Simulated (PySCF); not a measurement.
# Nb (niobium, neutral) across methods

[Kr] 4d4 5p1, one real determinant (an excited configuration). All numbers are calculated (PySCF 2.14, a scalar-relativistic core potential, in aug-cc-pVTZ-PP with ECP28MDF).

```csv
method,E (hartree),mean ε 4p β (eV),mean ε 4d α (eV),mean ε 5p α (eV),Σ⟨r²⟩ (bohr²),⟨S²⟩
PBE0,-56.5279,-36.054,-5.991,-2.554,66.16,8.751
UHF,-56.05099,-41.319,-9.336,-3.372,70.88,8.754
B3LYP,-56.5474,-35.777,-5.647,-2.414,66.52,8.751
PBE,-56.5433,-33.994,-4.770,-2.166,65.75,8.751
LDA,-56.3840,-34.052,-4.848,-2.231,65.08,8.750
wB97X,-56.4893,-38.702,-8.073,-3.542,68.21,8.751
r2SCANh,-56.5480,-35.297,-5.418,-2.352,65.11,8.752
r2SCAN,-56.5596,-34.559,-4.939,-2.206,64.87,8.752
HSE06,-56.5277,-35.661,-5.592,-2.236,66.28,8.751
```

⟨L²⟩ = 8.01 against 12 for a pure F term, so this real determinant mixes terms. Energies and moments cover only the electrons outside the core potential.
